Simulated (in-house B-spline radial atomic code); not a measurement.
Response and correlation along the 2-electron series, closed shell 1s2; the second-order energy is extrapolated in partial waves. Computed with an all-electron radial atomic-structure program (B-spline basis): relativistic RPA and second-order many-body perturbation theory on Dirac-Hartree-Fock.

```tsv
ion	Z	dipole polarisability (bohr³)	quadrupole polarisability (bohr⁵)	ratio of RPA to uncoupled dipole	second order correlation energy (Eh)	C6 of two such ions (Eh bohr⁶)
Se32+	34	6.5925e-06	1.9226e-08	1.016	-0.045777	1.5983e-08
Br33+	35	?	?	?	?	?
Kr34+	36	5.1908e-06	1.343e-08	1.0151	-0.045881	1.1144e-08
Rb35+	37	?	?	?	?	?
Sr36+	38	4.1369e-06	9.5553e-09	1.0143	-0.045963	7.9144e-09
Zr38+	40	3.3327e-06	6.9102e-09	1.0136	-0.046074	5.7098e-09
Nb39+	41	3.0024e-06	5.9093e-09	1.0133	-0.046124	4.8764e-09
Mo40+	42	2.711e-06	5.071e-09	1.013	-0.046204	4.1787e-09
Tc41+	43	2.4532e-06	4.3658e-09	1.0127	-0.046259	3.5925e-09
Ru42+	44	?	?	?	?	?
Rh43+	45	2.021e-06	3.2661e-09	1.0122	-0.046401	2.6801e-09
Pd44+	46	1.8397e-06	2.8372e-09	1.012	-0.046477	2.3244e-09
Ag45+	47	1.6775e-06	2.4712e-09	1.0117	-0.046552	2.0212e-09
```

Task: Fill in the row of Br33+.

Result: dipole polarisability (bohr³): 5.8404e-06; quadrupole polarisability (bohr⁵): 1.603e-08; ratio of RPA to uncoupled dipole: 1.0155; second order correlation energy (Eh): -0.045813; C6 of two such ions (Eh bohr⁶): 1.3314e-08.

Task: Fill in the row of Rb35+.

Result: dipole polarisability (bohr³): 4.6274e-06; quadrupole polarisability (bohr⁵): 1.1304e-08; ratio of RPA to uncoupled dipole: 1.0147; second order correlation energy (Eh): -0.045918; C6 of two such ions (Eh bohr⁶): 9.3693e-09.

Task: Fill in the row of Ru42+.

Result: dipole polarisability (bohr³): 2.2245e-06; quadrupole polarisability (bohr⁵): 3.7706e-09; ratio of RPA to uncoupled dipole: 1.0125; second order correlation energy (Eh): -0.046325; C6 of two such ions (Eh bohr⁶): 3.0978e-09.

Task: How fast does the dipole polarisability fall along the series?

Result: From 6.592e-06 to 1.678e-06 bohr³; a fit of its logarithm against log Z from Z = 34 to 47 has slope -4.23.
